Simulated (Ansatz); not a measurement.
Si47H50, a nanocrystal cut from cubic silicon: single points at one geometry.

```yaml
crystal:
  periodic: [false, false, false]
  atoms:
    - {symbol: Si, position_ang: [-4.228004, -3.682768, 0.189486]}
    - {symbol: Si, position_ang: [-4.253478, -0.659520, -2.859016]}
    - {symbol: Si, position_ang: [-4.242992, -0.794956, 2.697411]}
    - {symbol: Si, position_ang: [-4.262657, 1.916600, -0.011752]}
    - {symbol: Si, position_ang: [-1.605287, -3.501097, -2.730474]}
    - {symbol: Si, position_ang: [-1.477492, -3.484745, 2.753390]}
    - {symbol: Si, position_ang: [1.172849, -3.511322, -0.008405]}
    - {symbol: Si, position_ang: [-1.551561, -0.819689, -5.495440]}
    - {symbol: Si, position_ang: [-1.538004, 1.921205, -2.756472]}
    - {symbol: Si, position_ang: [1.145457, -0.819778, -2.755352]}
    - {symbol: Si, position_ang: [-1.553475, -0.804527, -0.023150]}
    - {symbol: Si, position_ang: [-1.523149, 1.930143, 2.700372]}
    - {symbol: Si, position_ang: [1.193207, -0.750581, 2.707797]}
    - {symbol: Si, position_ang: [1.160644, 1.917908, -0.051577]}
    - {symbol: Si, position_ang: [-1.662083, -0.873232, 5.438260]}
    - {symbol: Si, position_ang: [1.372135, 2.131009, 5.356965]}
    - {symbol: Si, position_ang: [1.207699, 4.722062, -2.638268]}
    - {symbol: Si, position_ang: [-1.565182, 4.637323, -0.045004]}
    - {symbol: Si, position_ang: [1.180072, 4.685534, 2.599895]}
    - {symbol: Si, position_ang: [3.870417, -3.536125, -2.768449]}
    - {symbol: Si, position_ang: [3.939140, 1.920886, -2.680460]}
    - {symbol: Si, position_ang: [3.889118, -0.789347, -0.051965]}
    - {symbol: Si, position_ang: [3.939371, 1.970925, 2.600935]}
    - {symbol: Si, position_ang: [-3.088257, -4.858669, -1.506567]}
    - {symbol: Si, position_ang: [-2.926568, -2.136406, -4.121531]}
    - {symbol: Si, position_ang: [-2.865664, -2.172746, 1.372915]}
    - {symbol: Si, position_ang: [-2.899827, 0.572444, -1.381219]}
    - {symbol: Si, position_ang: [-5.616493, 0.528969, 1.320580]}
    - {symbol: Si, position_ang: [-2.895165, 0.580237, 4.057966]}
    - {symbol: Si, position_ang: [-2.897743, 3.276815, 1.340409]}
    - {symbol: Si, position_ang: [-0.205550, -2.175816, -1.374815]}
    - {symbol: Si, position_ang: [2.527993, -4.868508, -1.369456]}
    - {symbol: Si, position_ang: [2.491941, -2.187538, -4.113472]}
    - {symbol: Si, position_ang: [-0.033004, -4.852598, 1.500508]}
    - {symbol: Si, position_ang: [-0.149589, -2.088881, 4.105421]}
    - {symbol: Si, position_ang: [2.530002, -2.122659, 1.329290]}
    - {symbol: Si, position_ang: [-0.210579, 0.535428, -4.120544]}
    - {symbol: Si, position_ang: [-0.190776, 3.288902, -1.404000]}
    - {symbol: Si, position_ang: [2.509377, 0.549112, -1.411736]}
    - {symbol: Si, position_ang: [2.864937, 3.624207, -3.898654]}
    - {symbol: Si, position_ang: [-0.185875, 0.566069, 1.327820]}
    - {symbol: Si, position_ang: [-0.138838, 3.323579, 4.002425]}
    - {symbol: Si, position_ang: [2.587625, 0.641686, 3.999613]}
    - {symbol: Si, position_ang: [2.537529, 3.303314, 1.260151]}
    - {symbol: Si, position_ang: [-0.226531, 6.038079, 1.288030]}
    - {symbol: Si, position_ang: [5.222069, -2.172550, -1.409938]}
    - {symbol: Si, position_ang: [5.278088, 0.563138, 1.279264]}
    - {symbol: H, position_ang: [-5.399548, -2.967475, -0.406000]}
    - {symbol: H, position_ang: [-4.760532, -4.670988, 1.184209]}
    - {symbol: H, position_ang: [-5.341432, -1.387886, -2.135084]}
    - {symbol: H, position_ang: [-4.900389, 0.322108, -3.790911]}
    - {symbol: H, position_ang: [-5.091608, -1.665299, 3.580484]}
    - {symbol: H, position_ang: [-5.115294, 2.787842, -0.889682]}
    - {symbol: H, position_ang: [-0.755089, -4.378454, -3.604308]}
    - {symbol: H, position_ang: [-2.364095, -4.321005, 3.632376]}
    - {symbol: H, position_ang: [-2.390060, 0.044683, -6.388005]}
    - {symbol: H, position_ang: [-0.681717, -1.684284, -6.356203]}
    - {symbol: H, position_ang: [-2.433987, 2.775986, -3.607592]}
    - {symbol: H, position_ang: [-2.619407, -1.858944, 6.040733]}
    - {symbol: H, position_ang: [-0.987672, -0.148074, 6.558184]}
    - {symbol: H, position_ang: [0.690052, 1.432208, 6.489049]}
    - {symbol: H, position_ang: [2.339193, 3.118128, 5.940908]}
    - {symbol: H, position_ang: [0.373531, 5.585734, -3.535894]}
    - {symbol: H, position_ang: [1.902882, 5.621490, -1.660690]}
    - {symbol: H, position_ang: [-2.455338, 5.457958, -0.934405]}
    - {symbol: H, position_ang: [2.058562, 5.541141, 3.467871]}
    - {symbol: H, position_ang: [4.732560, -4.411195, -3.632927]}
    - {symbol: H, position_ang: [4.764690, 1.076972, -3.604312]}
    - {symbol: H, position_ang: [4.875291, 2.581623, -1.712806]}
    - {symbol: H, position_ang: [4.789995, 2.859238, 3.463883]}
    - {symbol: H, position_ang: [-4.100736, -5.409557, -2.466531]}
    - {symbol: H, position_ang: [-2.359708, -6.017047, -0.903026]}
    - {symbol: H, position_ang: [-3.806956, -3.020770, -4.957588]}
    - {symbol: H, position_ang: [-6.480715, -0.335798, 0.453926]}
    - {symbol: H, position_ang: [-6.510149, 1.371955, 2.180027]}
    - {symbol: H, position_ang: [-3.772876, 1.470988, 4.890391]}
    - {symbol: H, position_ang: [-3.751284, 4.139120, 2.227107]}
    - {symbol: H, position_ang: [1.657550, -5.773355, -2.188518]}
    - {symbol: H, position_ang: [3.397831, -5.722726, -0.496796]}
    - {symbol: H, position_ang: [1.618736, -3.049262, -4.974410]}
    - {symbol: H, position_ang: [3.323629, -1.323723, -5.013045]}
    - {symbol: H, position_ang: [-0.762526, -5.956781, 0.803131]}
    - {symbol: H, position_ang: [0.962784, -5.475858, 2.433303]}
    - {symbol: H, position_ang: [0.742787, -2.935677, 4.967232]}
    - {symbol: H, position_ang: [3.398772, -2.993154, 2.193337]}
    - {symbol: H, position_ang: [0.682573, 1.377494, -4.983304]}
    - {symbol: H, position_ang: [2.270309, 3.066550, -5.152092]}
    - {symbol: H, position_ang: [3.899257, 4.634705, -4.298568]}
    - {symbol: H, position_ang: [-1.012008, 4.203737, 4.850402]}
    - {symbol: H, position_ang: [3.468755, -0.230405, 4.847705]}
    - {symbol: H, position_ang: [3.371819, 4.151424, 0.343186]}
    - {symbol: H, position_ang: [-1.101470, 6.855298, 2.190761]}
    - {symbol: H, position_ang: [0.575121, 6.975800, 0.438629]}
    - {symbol: H, position_ang: [6.083794, -3.030353, -0.532662]}
    - {symbol: H, position_ang: [6.120939, -1.322851, -2.256432]}
    - {symbol: H, position_ang: [6.098577, -0.323292, 2.168060]}
    - {symbol: H, position_ang: [6.214057, 1.354512, 0.418412]}
basis:
  gaussian: {orbitals: def2-mTZVP, fitting: {mean_field: def2-universal-jkfit}, initial_orbitals: start.molden}
hamiltonian: {xc: r2scan, dispersion: d4}
scf: {omitted_lower_state_checks: [starts]}
output: {orbitals: {seedname: orbitals}}
```

The file start.molden holds the orbitals of an earlier run on this structure, at another level or in another basis.

```sh
$ ansatz run in.yaml --threads 11 --pin off --events-out ev --progress --plain --max-ram 166912MiB --backend cuda --devices 0, --max-vram 75GiB
```

It prints (some lines left out):

```
Functional definition: r2SCAN
  name "r2SCAN"
  cite "Furness, Kaplan, Ning, Perdew & Sun, J. Phys. Chem. Lett. 11, 8208 (2020) doi:10.1021/acs.jpclett.0c02405"
  cite "Furness, Kaplan, Ning, Perdew & Sun, J. Phys. Chem. Lett. 11, 9248 (2020) doi:10.1021/acs.jpclett.0c03077"
  parent r2scan
  parameter k0 = 0.174
  parameter k1 = 0.065
  parameter a1 = 4.9479
  exchange = r2scan_x(k0 = k0, k1 = k1, a1 = a1)
  correlation = r2scan_c
these checks for a lower state are left out or cut short: starts
6916 factors; integrals over basis functions are off by at most 5.8e-1 eV
mean field evaluation 1: about -371037.9608 eV, gradient 4.2e2 eV
mean field evaluation 2: about -371052.6774 eV, gradient 1.5e1 eV
mean field evaluation 4: about -371053.1019 eV, gradient 5.5e-1 eV
mean field evaluation 8: about -371053.1041 eV, gradient 1.0e-5 eV
mean field -371053.10408824 eV, -13635.9500664154 hartree, gradient 1.0e-5 eV, S^2 0.000000; 0 other end points of the search recorded, 0 dependent functions left out
reference -371053.10413750 eV, -13635.9500682257 hartree; 354, 354 occupied and 830, 830 virtual orbitals, 6916 factors
Total energy: -371056.10534644 eV, -13636.0603606200 hartree
Checks for a lower state left out: starts
```

Run time 10 s (11 threads of AMD EPYC 7R13 on a shared host and a whole NVIDIA H100 80GB HBM3), peak host memory 1.9 GiB.

The first input with `gaussian: {orbitals: def2-SVP, fitting: {mean_field: def2-universal-jkfit}, initial_orbitals: start.molden}`, `hamiltonian: {xc: pbe0, dispersion: d4}`, `output: {forces: true, orbitals: {seedname: orbitals}}` (abridged; 19 s):

```
Functional definition: PBE0
mean field -370814.36744100 eV, -13627.1766564509 hartree, gradient 8.5e-6 eV, S^2 0.000000
Total energy: -370823.32527860 eV, -13627.5058509111 hartree
Atom 0 force     0.053767     0.037826    -0.003179 eV/Å
Atom 1 force     0.056334    -0.004360     0.033053 eV/Å
Atom 2 force     0.060419     0.019252    -0.036549 eV/Å
Atom 3 force     0.060967    -0.031898     0.016532 eV/Å
Atom 4 force     0.003791     0.055514     0.037898 eV/Å
Atom 5 force     0.023010     0.063054    -0.041394 eV/Å
Atom 6 force    -0.010848     0.059063    -0.002654 eV/Å
Atom 7 force     0.013157     0.002646     0.052746 eV/Å
Atom 8 force     0.040627    -0.040517     0.059906 eV/Å
Atom 9 force    -0.015665     0.011809     0.054432 eV/Å
Atom 10 force     0.024386     0.011372     0.006891 eV/Å
Atom 11 force     0.026888    -0.027738    -0.039940 eV/Å
Atom 12 force    -0.026231     0.023909    -0.044637 eV/Å
Atom 13 force    -0.022844    -0.029251     0.012097 eV/Å
Atom 14 force     0.012063     0.012932    -0.066334 eV/Å
Atom 15 force    -0.014146    -0.012224    -0.066566 eV/Å
Atom 16 force    -0.003496    -0.046330     0.028819 eV/Å
Atom 17 force     0.032114    -0.064801     0.020355 eV/Å
Atom 18 force    -0.024029    -0.058051    -0.026421 eV/Å
Atom 19 force    -0.035232     0.035266     0.035742 eV/Å
Atom 20 force    -0.046268    -0.017056     0.032461 eV/Å
Atom 21 force    -0.062583     0.006977    -0.004654 eV/Å
Atom 22 force    -0.058188    -0.027511    -0.025847 eV/Å
Atom 23 force     0.022000     0.058180     0.012477 eV/Å
Atom 24 force     0.040664     0.027202     0.044965 eV/Å
Atom 25 force     0.041067     0.029951    -0.013628 eV/Å
Atom 26 force     0.049026    -0.013283     0.022411 eV/Å
Atom 27 force     0.060711    -0.005762    -0.005205 eV/Å
Atom 28 force     0.039959    -0.018689    -0.060365 eV/Å
Atom 29 force     0.056667    -0.049583    -0.022066 eV/Å
Atom 30 force    -0.000352     0.039879     0.021719 eV/Å
Atom 31 force    -0.016136     0.054336     0.005018 eV/Å
Atom 32 force    -0.021249     0.017325     0.057423 eV/Å
Atom 33 force    -0.010108     0.067301    -0.019505 eV/Å
Atom 34 force    -0.020165     0.036282    -0.061817 eV/Å
Atom 35 force    -0.047239     0.050137    -0.040916 eV/Å
Atom 36 force    -0.012124    -0.024079     0.069909 eV/Å
Atom 37 force     0.003368    -0.047858     0.036599 eV/Å
Atom 38 force    -0.042425    -0.016574     0.030534 eV/Å
Atom 39 force    -0.022356    -0.024625     0.035133 eV/Å
Atom 40 force    -0.000897    -0.004245    -0.015012 eV/Å
Atom 41 force     0.013569    -0.042129    -0.056715 eV/Å
Atom 42 force    -0.042627     0.013442    -0.056535 eV/Å
Atom 43 force    -0.052300    -0.050025    -0.004015 eV/Å
Atom 44 force     0.002006    -0.058800    -0.007271 eV/Å
Atom 45 force    -0.054939     0.018111     0.008113 eV/Å
Atom 46 force    -0.061056    -0.005344    -0.013834 eV/Å
Atom 47 force     0.009159     0.006077    -0.006138 eV/Å
Atom 48 force     0.010134     0.004085    -0.002665 eV/Å
Atom 49 force     0.013279    -0.004829     0.008653 eV/Å
Atom 50 force     0.011863    -0.004390     0.003315 eV/Å
Atom 51 force     0.015861     0.008886    -0.011598 eV/Å
Atom 52 force     0.013643    -0.013698     0.009829 eV/Å
Atom 53 force    -0.001380     0.013413     0.013006 eV/Å
Atom 54 force     0.009026     0.011992    -0.013927 eV/Å
Atom 55 force    -0.001092    -0.004064     0.012173 eV/Å
Atom 56 force    -0.001524    -0.001292     0.012840 eV/Å
Atom 57 force     0.012273    -0.015252     0.011544 eV/Å
Atom 58 force     0.001800     0.000558    -0.009835 eV/Å
Atom 59 force     0.012409     0.009746    -0.011692 eV/Å
Atom 60 force    -0.010658    -0.009864    -0.011291 eV/Å
Atom 61 force    -0.000584    -0.001820    -0.010526 eV/Å
Atom 62 force     0.002130    -0.013968     0.004474 eV/Å
Atom 63 force    -0.003218    -0.010213     0.006400 eV/Å
Atom 64 force     0.012298    -0.012636     0.009448 eV/Å
Atom 65 force    -0.009864    -0.013721    -0.010255 eV/Å
Atom 66 force    -0.012437     0.011145     0.011343 eV/Å
Atom 67 force    -0.014603    -0.004611     0.004455 eV/Å
Atom 68 force    -0.011309    -0.002884     0.002529 eV/Å
Atom 69 force    -0.013186    -0.010997    -0.011451 eV/Å
Atom 70 force     0.003206     0.010503     0.000526 eV/Å
Atom 71 force     0.006554     0.007926     0.010572 eV/Å
Atom 72 force     0.012204     0.013012     0.011071 eV/Å
Atom 73 force     0.015175    -0.002540    -0.000565 eV/Å
Atom 74 force     0.013118    -0.000964    -0.003200 eV/Å
Atom 75 force     0.014233    -0.010765    -0.011954 eV/Å
Atom 76 force     0.012094    -0.014902    -0.012239 eV/Å
Atom 77 force    -0.003057     0.016264     0.001675 eV/Å
Atom 78 force    -0.003278     0.013469    -0.001817 eV/Å
Atom 79 force    -0.005281     0.002318     0.011600 eV/Å
Atom 80 force     0.000123     0.000078     0.016644 eV/Å
Atom 81 force    -0.009558     0.013585    -0.009133 eV/Å
Atom 82 force    -0.000561     0.009252    -0.004134 eV/Å
Atom 83 force    -0.010237     0.012848    -0.012567 eV/Å
Atom 84 force    -0.015626     0.010549    -0.013521 eV/Å
Atom 85 force    -0.002710    -0.001764     0.017201 eV/Å
Atom 86 force    -0.009694    -0.011702     0.011138 eV/Å
Atom 87 force    -0.008545    -0.006982     0.008689 eV/Å
Atom 88 force     0.009877    -0.012659    -0.012446 eV/Å
Atom 89 force    -0.012547     0.010096    -0.012656 eV/Å
Atom 90 force    -0.011248    -0.011902     0.006898 eV/Å
Atom 91 force     0.002952    -0.012885    -0.001329 eV/Å
Atom 92 force     0.002182    -0.015492    -0.002138 eV/Å
Atom 93 force    -0.012719     0.002877    -0.002079 eV/Å
Atom 94 force    -0.015453     0.001998    -0.001057 eV/Å
Atom 95 force    -0.012927     0.003506    -0.002326 eV/Å
Atom 96 force    -0.015354     0.001578    -0.003662 eV/Å
Dipole moment:    -0.016077    -0.006048    -0.006478 e Å
Checks for a lower state left out: starts
```

First input, but with `gaussian: {orbitals: def2-SVP, fitting: {mean_field: def2-universal-jkfit}, initial_orbitals: start.molden}` (abridged; 8.5 s):

```
Functional definition: r2SCAN
mean field -370937.29495728 eV, -13631.6941593511 hartree, gradient 1.7e-5 eV, S^2 0.000000
Total energy: -370940.29620284 eV, -13631.8044530910 hartree
Checks for a lower state left out: starts
```

Geometry: r2SCAN-D4/def2-SVP.

Single mean-field runs in def2-SVP, def2-mTZVP are fitted with def2-universal-jkfit.
